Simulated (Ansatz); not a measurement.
Geometry optimisation, DFT PBE-D3(BJ), scalar-relativistic, plane waves, PAW in Ansatz 0.2.0.

Input:

```yaml
accuracy: low
crystal:
  lattice:
    - [8.418835, 0.0, 0.0]
    - [0.0, 8.418835, 0.0]
    - [0.0, 0.0, 8.418835]
  atoms:
    - { symbol: O, position: [0.3659993, 0.5426966, 0.1436151] }
    - { symbol: C, position: [0.3086213, 0.6554074, 0.0728491] }
    - { symbol: H, position: [0.2159967, 0.7314113, 0.1260756] }
    - { symbol: H, position: [0.345985, 0.687956, -0.0485327] }
    - { symbol: O, position: [0.6527657, 0.1160858, 0.7784148] }
    - { symbol: C, position: [0.7813243, 0.1027343, 0.7128541] }
    - { symbol: H, position: [0.8353535, 0.2007461, 0.6445641] }
    - { symbol: H, position: [0.8511107, -0.0081365, 0.7180021] }
    - { symbol: O, position: [0.6969134, 0.6147935, 0.9511503] }
    - { symbol: C, position: [0.7607587, 0.5281154, 0.8541222] }
    - { symbol: H, position: [0.8732544, 0.4657832, 0.8795862] }
    - { symbol: H, position: [0.7097529, 0.5069672, 0.7352099] }
    - { symbol: Si, position: [0.3124124, 0.100143, 0.5576011] }
    - { symbol: H, position: [0.2984234, 0.2744798, 0.5784643] }
    - { symbol: H, position: [0.1850475, 0.019683, 0.6488626] }
    - { symbol: H, position: [0.2966088, 0.0599927, 0.3868309] }
    - { symbol: H, position: [0.4695698, 0.0464166, 0.6162466] }
    - { symbol: Si, position: [0.9106903, 0.5975359, 0.3702004] }
    - { symbol: H, position: [0.9393625, 0.5585314, 0.2008462] }
    - { symbol: H, position: [0.8236624, 0.7502644, 0.3813548] }
    - { symbol: H, position: [0.8148341, 0.4697804, 0.4444593] }
    - { symbol: H, position: [1.0649023, 0.6115674, 0.4541412] }
    - { symbol: Si, position: [0.9861679, 0.0152413, 0.0912404] }
    - { symbol: H, position: [1.0863834, -0.0503533, 0.2203856] }
    - { symbol: H, position: [1.0876196, 0.1026995, -0.0231401] }
    - { symbol: H, position: [0.9039788, -0.1164694, 0.0080447] }
    - { symbol: H, position: [0.8666896, 0.1250885, 0.1596715] }
basis:
  ecutwfc: 420.0
kpoints:
  mp_grid: { grid: [1, 1, 1] }
hamiltonian:
  xc: pbe
  dispersion: d3bj
scf:
  occupations: { method: fermi_dirac, width: 0.02 }
  lower_state_search: "off"
relax:
  f_tol: 0.3
  max_steps: 15
  adjacent_minimum: "off"
```

Launched with:

```bash
$ ansatz run input.yaml --threads 1 --pin off --max-ram 3072MiB --backend cpu --events-out ev --progress --plain --runs-dir out
```

Question: Where does it end, and by what steps?

Answer: It converged. The threshold is loose, so the end isn't yet a minimum. The force dipped under the threshold on the way, but the program's further checks kept it going. Limits of this set-up: coarse k mesh, low accuracy level. After 4 steps the energy has fallen by 0.205 eV; O5 moved furthest, 0.54 Å.

```
step  energy less start (eV)  largest force component (eV/Å)  accepted
   0                  0.0000                           0.895       yes
   1                 -0.0659                           1.179       yes
   2                 -0.1512                           0.801       yes
   3                 -0.2053                           0.193       yes
   4                 -0.2053                           0.193       yes
```

```xyz
27
Lattice="8.4188 0.0000 0.0000 0.0000 8.4188 0.0000 0.0000 0.0000 8.4188" Properties=species:S:1:pos:R:3
O 3.036 4.446 1.260
C 2.712 5.438 0.649
H 1.935 6.141 1.047
H 3.163 5.705 -0.341
O 5.927 1.255 6.715
C 6.857 0.990 5.985
H 7.317 1.763 5.315
H 7.317 -0.032 5.942
O 5.784 5.160 7.953
C 6.274 4.358 7.189
H 7.219 3.813 7.443
H 5.812 4.136 6.196
Si 2.497 0.850 4.655
H 2.392 2.325 4.861
H 1.394 0.175 5.408
H 2.367 0.535 3.205
H 3.797 0.344 5.167
Si 7.677 5.027 3.096
H 7.923 4.694 1.664
H 6.926 6.313 3.206
H 6.877 3.940 3.739
H 8.976 5.157 3.823
Si 8.211 0.159 0.803
H 9.064 -0.399 1.892
H 9.084 0.896 -0.162
H 7.534 -0.965 0.095
H 7.208 1.099 1.384
```

Run time: 14 s on 1 thread of Intel(R) Xeon(R) Platinum 8488C (Sapphire Rapids) (shared host), peak memory 0.55 GiB.
